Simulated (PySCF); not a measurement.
Assigning NMR signals

Mapped SMILES: `[F:1][CH:2]1[CH2:3][CH2:4][P:5]([SiH3:6])[CH2:7][CH2:8]1`; H(Xn) means a hydrogen on atom n. Ha(C3), Ha(C4), Ha(C7), Ha(C8) are cis to F1 on the ring; Hb(C3), Hb(C4), Hb(C7), Hb(C8) are trans to F1 on the ring.

Gas phase, non-relativistic Hamiltonian, equivalent nuclei averaged, one computed conformer. Shielding tensors at PBE0/pcSseg-1 (GIAO); GFN2-xTB structure; PySCF 2.14.

References, each an isolated molecule treated in the same way: ¹³C (186.93 ppm) and ¹H (31.72 ppm) vs TMS.

Q: Assign these signals to the numbered atoms. ¹³C{¹H} NMR (computed): δ 96.2, 35.4, 21.5.

A: 
| δ (ppm) | atoms | environment | reason |
| --- | --- | --- | --- |
| 96.2 | C2 | sp3 CH bonded to F | deshielded by the electronegative neighbour |
| 35.4 | C3/C8 | sp3 CH2 in a ring | aliphatic region, no heteroatom directly attached |
| 21.5 | C4/C7 | sp3 CH2 bonded to P | – |

Q: Assign these signals to the numbered atoms. ¹H NMR (300 MHz, computed): δ 4.34 (m, 1H), 3.99 (m, 3H), 2.38 (m, 2H), 1.92 (m, 2H), 1.84 (m, 2H), 1.79 (m, 2H).

A: 
4.34 → H(C2), hydrogen on an sp3 CH bonded to F: its carbon carries F, which withdraws density
3.99 → H(Si6), hydrogen on a silicon bonded to P
2.38 → Hb(C3)/Hb(C8), hydrogen on an sp3 CH2 in a ring
1.92 → Hb(C4)/Hb(C7), hydrogen on an sp3 CH2 bonded to P
1.84 → Ha(C3)/Ha(C8), hydrogen on an sp3 CH2 in a ring
1.79 → Ha(C4)/Ha(C7), hydrogen on an sp3 CH2 bonded to P

Hb(C4)/Hb(C7) and Ha(C3)/Ha(C8); Ha(C3)/Ha(C8) and Ha(C4)/Ha(C7) lie closer than the usual error of such a calculation, so a measured spectrum could show them in the other order.

Splittings by ¹⁹F and ³¹P in the carbon and heteronuclear signals aren't shown, as no couplings were computed. Shifts are as computed. Against solution values, carbons near 30 ppm lie about +3 ppm off and those near 130 ppm about +5 ppm. Of 1211 compounds with measured shifts, 218 miss one by over three times the rms of a fit or turn the order of signals round; such compounds aren't used in these exercises. No couplings were computed; multiplicities are counted from neighbouring protons, with m where these are inequivalent, close in shift, in a saturated or five-membered ring or joined by F or P, and br s for small geminal =CH2 splittings.
